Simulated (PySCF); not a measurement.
# Unknowns

[PySCF: shielding tensors at PBE0/pcSseg-1 (GIAO); GFN2-xTB structure; no solvent model; fast rotation and ring inversion assumed for equivalent nuclei; one computed conformer; non-relativistic]

Shifts are taken against calculated references (same method and geometry level): ¹H (σ = 31.72 ppm) and ¹³C (σ = 186.93 ppm) against TMS. Where no couplings were computed, multiplicities follow the n + 1 count of equivalent neighbours, and m marks all less simple cases (inequivalent or close neighbours, rings, F or P nearby). Shifts are as computed. Against solution values, carbons near 30 ppm lie about +3 ppm off and those near 130 ppm about +5 ppm. Of 1309 compounds with measured shifts, 239 miss one by over three times the rms of a fit or turn the order of signals round; such compounds aren't used in these exercises.

(1) C₇H₁₂OSi. ¹H NMR (400 MHz, computed): δ 9.59 (t, 1H), 4.85 (m, 2H), 3.41 (d, 2H), 2.30 (q, 2H), 1.75 (m, 2H), 1.16 (t, 3H). ¹³C{¹H} NMR (computed): δ 196.0 (CH), 159.8 (C), 150.5 (C), 53.2 (CH2), 28.9 (CH2), 18.7 (CH2), 18.6 (CH3). What is it?

(2) C₇H₁₂OSi. ¹H NMR (400 MHz, computed): δ 7.15 (m, 1H), 6.16 (d, 1H), 4.47 (m, 1H), 3.77 (m, 1H), 3.37 (m, 1H), 3.34 (m, 1H), 2.73 (m, 1H), 2.60 (m, 1H), 1.07 (m, 1H), 0.96 (m, 1H), 0.90 (m, 1H), 0.87 (m, 1H). ¹³C{¹H} NMR (computed): δ 165.2 (CH), 132.5 (CH), 73.0 (CH2), 61.6 (CH2), 36.8 (CH2), 18.7 (CH2), 7.9 (CH2). Give a structure.

Results:

(1) `CCC1=C(CC=O)C[SiH2]1`. The formula gives 3 degrees of unsaturation (1 ring in the answer). 7 carbon signals for 7 carbons: no two carbons are equivalent. Carbon types of the structure: 2 × C, 1 × CH, 3 × CH2, 1 × CH3, leaving 2 H on heteroatoms. δC 196.0: aldehyde carbonyl carbon; the double bond to the heteroatom, with no lone-pair donor beside it, deshields it most. δC 159.8, 150.5: fully substituted alkene carbon; as expected for a trigonal carbon in a double bond. δH 9.59: hydrogen on an aldehyde carbonyl carbon; the formyl region, downfield of aromatic protons. δH 2.30: hydrogen on an allylic sp3 CH2; allylic position.

The shifts were computed for this structure.

(2) SMILES C1=C[Si@]2(CC1)CCOC2. Rings plus π bonds: 3 (2 rings in the answer). 7 carbon signals for 7 carbons: no two carbons are equivalent. Carbon types of the structure: 2 × CH, 5 × CH2, which accounts for all hydrogens. δC 165.2, 132.5: alkene CH. δC 73.0: sp3 CH2 bonded to O; deshielded by the electronegative neighbour. δC 61.6: sp3 CH2 bonded to O and Si; pulled downfield by the heteroatom. δC 36.8: allylic sp3 CH2; a saturated carbon with 2 carbon neighbours and no heteroatom attached.

This is the structure that produced the data.
